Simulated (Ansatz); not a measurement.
Basis-set extrapolation for CH3AlFN, SMILES `N=[C](F)[AlH2]` (PBE0-D4/def2-TZVP geometry, frozen core, Ansatz). Multiplicity 1, RHF reference.

|  | def2-TZVPP | def2-QZVPP |
| --- | --- | --- |
| HF | -435.475767 | -435.491717 |
| MP2 correlation | -0.682192 | -0.736775 |
| CCSD(T) correlation | -0.733194 | not run |

Energies in hartree. Use E(X) = E(∞) + A·exp(−7.88·√X) for Hartree–Fock and E(X) = E(∞) + B·X^(−2.97) for correlation, with X = 3 and 4, and add CCSD(T) minus MP2 of the smaller set to the MP2 limit.

Q: What is the CCSD(T) energy at the basis-set limit?

A: HF limit: -435.491717 + (-0.015950) × 0.13774 = -435.49391. MP2 limit: -0.736775 + (-0.054583) × 0.74074 = -0.77721. Higher-order term: -0.733194 − (-0.682192) = -0.05100. Total: -436.32212 hartree, 297.1 kJ/mol below CCSD(T)/def2-TZVPP.
